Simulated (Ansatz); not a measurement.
Input file for C₂H₇OSb (`C[CH2][SbH][OH]`):

```yaml
crystal:
  periodic: [false, false, false]
  atoms:
    - {symbol: C, position_ang: [-0.669017, 1.481486, 0.360557]}
    - {symbol: C, position_ang: [-0.522743, -0.030023, 0.389908]}
    - {symbol: Sb, position_ang: [1.482749, -0.691626, -0.034898]}
    - {symbol: O, position_ang: [0.880572, -2.446951, -0.719451]}
    - {symbol: H, position_ang: [-0.419135, 1.888732, -0.622607]}
    - {symbol: H, position_ang: [-1.694768, 1.784559, 0.589001]}
    - {symbol: H, position_ang: [-0.020732, 1.971100, 1.093227]}
    - {symbol: H, position_ang: [-1.149898, -0.517489, -0.359615]}
    - {symbol: H, position_ang: [-0.794942, -0.438806, 1.365638]}
    - {symbol: H, position_ang: [1.472688, 0.076441, -1.574678]}
    - {symbol: H, position_ang: [1.500627, -3.134521, -0.466482]}
basis:
  gaussian: {orbitals: def2-TZVPP}
correlation: {method: ccsd_t}
```

```sh
$ ansatz run in.yaml --threads 4 --pin off --events-out ev --progress --plain --max-ram 10444MiB
```

The program prints (abridged):

```
Functional definition: HF
1570 factors; integrals over basis functions are off by at most 8.9e-4 eV
mean field evaluation 1: about -10716.2295 eV, gradient 4.6e1 eV
mean field evaluation 2: about -10716.4304 eV, gradient 4.7e1 eV
mean field evaluation 4: about -10721.0923 eV, gradient 4.5e0 eV
mean field evaluation 8: about -10721.1723 eV, gradient 3.5e-1 eV
mean field evaluation 16: about -10721.1731 eV, gradient 1.7e-6 eV
mean field -10721.17309810 eV, -393.9958442831 hartree, gradient 1.7e-6 eV, S^2 0.000000; 0 other end points of the search recorded, 0 dependent functions left out
7 core orbitals not correlated: weight in the atoms' cores, before any rotation towards them, 1.000 or more for the frozen orbitals, at most 0.000 for the correlated occupied ones
reference -10721.17309810 eV, -393.9958442831 hartree; 18, 18 occupied and 216, 216 virtual orbitals, 1570 factors
second order -26.04175328 eV of doubles, -0.00000000 eV of singles
cycle   1  -25.89006173 eV  change    1.5e-1 eV  update   1.2e-1
cycle   2  -26.51106633 eV  change   -6.2e-1 eV  update   3.6e-2
cycle   3  -26.65619948 eV  change   -1.5e-1 eV  update   2.0e-2
cycle   4  -26.64714115 eV  change    9.1e-3 eV  update   5.5e-3
cycle   5  -26.64332987 eV  change    3.8e-3 eV  update   2.6e-3
cycle   6  -26.64436930 eV  change   -1.0e-3 eV  update   8.2e-4
cycle   7  -26.64404635 eV  change    3.2e-4 eV  update   3.0e-4
cycle   8  -26.64390884 eV  change    1.4e-4 eV  update   9.4e-5
cycle   9  -26.64393768 eV  change   -2.9e-5 eV  update   3.7e-5
perturbative correction -0.94437873 eV, -0.0347052781 hartree
Total energy: -10748.76141451 eV, -395.0096962112 hartree
```

Hardware: 4 threads of an Arm Neoverse V1 on a shared host. Wall time 3.5 min, peak host memory 5.3 GiB.

The correlation energy is -27.588 eV, 3.4 % of it from (T); the T1 diagnostic reads 0.0129.
